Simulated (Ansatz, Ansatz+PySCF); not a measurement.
```xyz
7

S     0.0243    0.0435   -0.0043
F     1.5321   -0.0120   -0.0009
F    -1.5446   -0.0345    0.0028
F    -0.0106    1.6172    0.0324
F    -0.0453   -1.5864   -0.0203
F    -0.0121    0.0430    1.5582
F     0.0309   -0.0065   -1.6194
```

Basis set: def2-SVP (spherical functions). Correlated methods keep 11 orbitals frozen. Charge 0, multiplicity 1.

Computed with Ansatz (development build ahead of 0.2.0); each method stands on the lowest determinant of its kind that the runs found. Restricted open shells among the atoms or ions are ROHF, correlated in semicanonical orbitals with singles. Restricted functionals stand beside restricted open-shell atoms, which can lie above the unrestricted atoms usual in DFT and then raise those values.

Problem. Give the atomization energy at this shape (free ground-state atoms in the same class of orbitals less the molecule, no zero-point energy) of singlet SF6 by ωB97X (unrestricted), ωB97X (restricted), r²SCAN (unrestricted), r²SCAN (restricted), PBE0 (restricted), PBE0 (unrestricted), PBE (restricted), PBE (unrestricted), RHF-MP2, UHF-MP2, RHF, UHF.

Solution.

```csv
method,atomization energy
ωB97X (unrestricted),19.05 eV
ωB97X (restricted),19.34 eV
r²SCAN (unrestricted),19.57 eV
r²SCAN (restricted),19.98 eV
PBE0 (restricted),19.18 eV
PBE0 (unrestricted),18.88 eV
PBE (restricted),21.14 eV
PBE (unrestricted),20.92 eV
RHF-MP2,18.12 eV
UHF-MP2,18.15 eV
RHF,8.63 eV
UHF,7.94 eV
```

Caution: the shape is not the minimum.
